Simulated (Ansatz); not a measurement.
Correlation energies of C$_{4}$H$_{9}$B (`BC=C(C)C`) by basis set

```xyz
14

B    -0.296   -0.888    2.076
C    -0.620   -0.806    0.591
C    -0.055    0.030   -0.312
C     1.003    1.030    0.012
C    -0.465    0.012   -1.748
H    -0.873   -1.677    2.771
H     0.526   -0.188    2.594
H    -1.380   -1.475    0.186
H     0.660    2.036   -0.253
H     1.893    0.842   -0.597
H     1.284    1.018    1.062
H     0.398   -0.202   -2.388
H    -0.834    0.997   -2.052
H    -1.239   -0.730   -1.943
```

The species carries charge 0 and has multiplicity 1. Geometry: relaxed with PBE0-D4/def2-TZVP. Frozen core, restricted reference, the Gaussian-basis code of Ansatz. CBS rows extrapolate triple and quadruple zeta; past MP2 they add the triple-zeta difference.

| basis | HF (Eh) | MP2 corr. |
| --- | --- | --- |
| def2-SVP | -181.23785 | -0.63850 |
| def2-TZVPP | -181.43571 | -0.77720 |
| def2-QZVPP | -181.44424 | -0.82568 |

Task: Estimate the CCSD correlation energy and the (T) correction in each basis where they were run (hartree).

Result: 
| basis | CCSD corr. | (T) |
| --- | --- | --- |
| def2-SVP | -0.70192 | -0.02356 |
| def2-TZVPP | -0.82992 | -0.03505 |
| CBS(def2) | -0.91432 | as TZ |
